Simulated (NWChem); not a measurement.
System: CH4CaN2O

The following NWChem deck was run.

```
start job
memory heap 200 mb stack 900 mb global 1100 mb
geometry units angstroms noautosym nocenter noautoz
  Ca     0.305134    -0.720672     0.000000
  O      0.296162    -2.725945     0.000000
  H      0.283654    -3.682480     0.000000
  C      0.225470     1.963179     0.000000
  N      0.248503     1.308381    -1.150263
  N      0.248503     1.308381     1.150263
  H      0.186087     3.072735     0.000000
  H      0.225806     1.921928    -1.956487
  H      0.225806     1.921928     1.956487
end
basis spherical
  * library pcsseg-1
end
dft
  xc bhlyp
  iterations 150
end
property
  shielding 7 1 2 3 4 5 7 8
end
task dft property
```

Coordinates come from a PBE0/def2-SVP optimisation.

GIAO values for the isolated, static molecule; σ is the absolute isotropic shielding, δ = σ(reference) − σ with the isolated reference molecule computed at the same levels (13C: tetramethylsilane, 1H: tetramethylsilane, 15N: ammonia, 17O: water).

Atoms are numbered as in the input.

Q: Give the results of this calculation. (BHandHLYP/pcSseg-1, GIAO.) Quantities: σ Ca1 (ppm); δ O2 (ppm); δ H3 (ppm); δ C4 (ppm); δ N5 (ppm); δ H7 (ppm); δ H8 (ppm).

A: 
```yaml
"σ Ca1 (ppm)": 1103.1
"δ O2 (ppm)": 72.5
"δ H3 (ppm)": -0.66
"δ C4 (ppm)": 183.3
"δ N5 (ppm)": 174.8
"δ H7 (ppm)": 8.71
"δ H8 (ppm)": 4.27
```
